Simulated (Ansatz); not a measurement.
Reactions of C3H8Si2 (`C=C=C([SiH3])[SiH3]`).

Gas-phase electronic energies from Ansatz, PBE0-D4/def2-TZVP geometries. CCSD(T)/CBS adds triple-zeta CCSD(T) − MP2 to the extrapolated MP2 energy (def2 sets, frozen cores). This one scheme is used for every species. DFT in def2-TZVPP. B3LYP here is the variant with VWN-RPA as its local correlation; programs differ in this. Elements past krypton have def2 core potentials. For Ge, In, Zn outer-core shells are correlated without core-valence functions, which leaves a few kJ/mol of doubt a bond. Scalar relativity is left out up to krypton. Each species was taken in one conformer, which may not be the lowest.

| reaction | ωB97M-V (kJ/mol) | B3LYP-D4 (kJ/mol) | MP2/CBS(def2) (kJ/mol) | B2PLYP (kJ/mol) | CCSD(T)/CBS(def2) (kJ/mol) |
| --- | --- | --- | --- | --- | --- |
| `C=C=C([SiH3])[SiH3]` + `N=CF` → `F/C=N/[SiH3]` + `C=C=C[SiH3]` | -30 | -30 | -27 | -34 | -27 |
| `C=C=C([SiH3])[SiH3]` + `[NH2][AlH][OH]` → `[OH][AlH][NH][SiH3]` + `C=C=C[SiH3]` | -35 | -33 | -29 | -36 | -34 |
| `C=C=C([SiH3])[SiH3]` + `[OH][In]([SH])[O][SiH3]` → `[SiH3][O][In]([SH])[O][SiH3]` + `C=C=C[SiH3]` | -82 | -82 | -78 | -84 | -83 |
| `C=C=C([SiH3])[SiH3]` + H₂O → `C=C=C(O)[SiH3]` + SiH₄ | 103 | 99 | 124 | 99 | 111 |
| `C=C=C([SiH3])[SiH3]` + `C[O][Zn][OH]` → `C[O][Zn][O][SiH3]` + `C=C=C[SiH3]` | -88 | -87 | -83 | -93 | -88 |
| `C=C=C([SiH3])[SiH3]` + `N[CH2][GeH3]` → `N[CH2][GeH2][SiH3]` + `C=C=C[SiH3]` | 0 | -2 | 7 | 0 | -1 |
| `C=C=C([SiH3])[SiH3]` + `COCS` → `COCS[SiH3]` + `C=C=C[SiH3]` | -39 | -37 | -37 | -37 | -38 |

Largest T1 diagnostic: 0.017, for `C[O][Zn][OH]`.
